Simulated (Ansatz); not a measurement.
## Ligand exchange: HBr + SiHBr3 → H2 + SiBr4

Species: HBr (hydrogen bromide), singlet; SiHBr3 `Br[SiH](Br)Br`, singlet; H2 (hydrogen), singlet; SiBr4 `Br[Si](Br)(Br)Br`, singlet. The partners trade Br for H: H–Br and Si–H bonds give way to H–H and Si–Br.

Shapes, held fixed at every level: PBE0-D4/def2-TZVP. Programs: Ansatz 0.2.0. The zero-point and thermal change to 298 K, harmonic and unscaled (PBE0-D4/def2-TZVP), is -4.4 kJ/mol.

```
               level                    kind  ΔH(298 K) (kJ/mol)  less CCSD(T)/def2-TZVPP  CPU time (sum over the molecules)
    SPW92/def2-TZVPP                     LDA               -65.9                     -4.0                               10 s
   PBE-D4/def2-TZVPP                     GGA               -72.4                    -10.5                               19 s
r2SCAN-D4/def2-TZVPP                meta-GGA               -71.5                     -9.6                               36 s
  PBE0-D4/def2-TZVPP           global hybrid               -69.3                     -7.4                               36 s
  wB97X-V/def2-TZVPP  range-separated hybrid               -64.1                     -2.2                               71 s
    CCSD(T)/def2-SVP   coupled cluster or CI               -47.5                    +14.4                               45 s
  CCSD(T)/def2-TZVPP   coupled cluster or CI               -61.9                      0.0                            5.9 min
```

The highest level, CCSD(T)/def2-TZVPP, gives ΔH(298 K) = -61.9 kJ/mol; the levels span -72.4 to -47.5. The column of differences is taken from that level and isn't an error. No measured value is set beside it here. Relativity is left out for Br. Outer-core shells of Br are correlated in most correlated rows, in sets that cover them unevenly. Times are processor times on shared x86 and Arm servers, and rough.
